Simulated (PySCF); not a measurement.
Ranking problems on computed properties.

All species are isolated and taken at one optimised geometry, non-relativistic unless stated; the electronic structure was computed with PySCF and density fitting.

The conformers computed, where there is a choice (atom-mapped SMILES and torsion angles):
- `[CH3:1][C:2]#[C:3][Si@H:4]([O:5][SiH3:6])[CH:7]1[CH2:8][CH2:9]1`: C3–Si4–O5–Si6 -47°, C3–Si4–C7–C8 -33°
- `[CH:1]#[C:2][SiH2:3][O:4][SiH2:5][CH:6]1[CH2:7][CH2:8][CH2:9]1`: C2–Si3–O4–Si5 38°, Si3–O4–Si5–C6 53°, O4–Si5–C6–C7 -170°

The conformers of `C#C[Si@]1(OC)CCC[SiH2]1`, `CC#C[Si@@H]1O[SiH2]C[C@H]1C` and `CC#C[Si@@H]1O[SiH2]C[C@@H]1C` aren't listed.

Question: Rank by HOMO energy, highest first (CAM-B3LYP/def2-SVPD at PBE0-D3(BJ)/def2-SVP geometries).
A. `CC#C[Si@@H]1O[SiH2]C[C@H]1C`
B. `CC#C[Si@H](O[SiH3])C1CC1`
C. `[H][Si]([H])([SiH3])[SiH3]`
D. `C#C[Si@]1(OC)CCC[SiH2]1`

Answer: D (-8.24 eV), A (-8.80 eV), B (-9.01 eV), C (-9.25 eV).

Q: Give the two extremes of that set in hartree.

A: `[H][Si]([H])([SiH3])[SiH3]`: -0.340 Eh; `C#C[Si@]1(OC)CCC[SiH2]1`: -0.303 Eh.

Question: Rank by HOMO–LUMO gap, lowest first (CAM-B3LYP/def2-SVPD at PBE0-D3(BJ)/def2-SVP geometries).
A. `CC#C[Si@H](O[SiH3])C1CC1`
B. `C#C[Si@]1(OC)CCC[SiH2]1`
C. `[SiH2]1O[Si@@H](C#CC)[C@@H](C)C1`
D. `[SiH2]([SiH3])[SiH3]`
E. `C#C[SiH2]O[SiH2]C1CCC1`

Answer: B (8.76 eV), E (9.57 eV), C (9.71 eV), A (9.85 eV), D (10.04 eV).

Q: By how much do the two ends of that ranking differ?

A: By 1.28 eV, between `[H][Si]([H])([SiH3])[SiH3]` and `C#C[Si@]1(OC)CCC[SiH2]1`.

Question: Rank by static isotropic polarisability, lowest first (CAM-B3LYP/def2-SVPD at PBE0-D3(BJ)/def2-SVP geometries).
A. `C(#C)[Si@@]1(CCC[SiH2]1)OC`
B. `[SiH2]([SiH3])[SiH3]`
C. `C#C[SiH2]O[SiH2]C1CCC1`
D. `CC#C[Si@H](O[SiH3])C1CC1`
E. `CC#C[Si@@H]1O[SiH2]C[C@H]1C`

Answer: B (92.6 au), C (117.7 au), D (121.0 au), E (122.6 au), A (124.8 au).

Question: Rank by lowest singlet excitation, lowest first (TDDFT CAM-B3LYP/def2-SVPD at PBE0-D3(BJ)/def2-SVP geometries).
A. `[SiH3][SiH2][SiH3]`
B. `CC#C[Si@@H]1O[SiH2]C[C@H]1C`
C. `CC#C[Si@H](O[SiH3])C1CC1`
D. `CO[Si@]1(C#C)[SiH2]CCC1`

Answer: D (5.37 eV), B (5.71 eV), C (5.87 eV), A (6.95 eV).
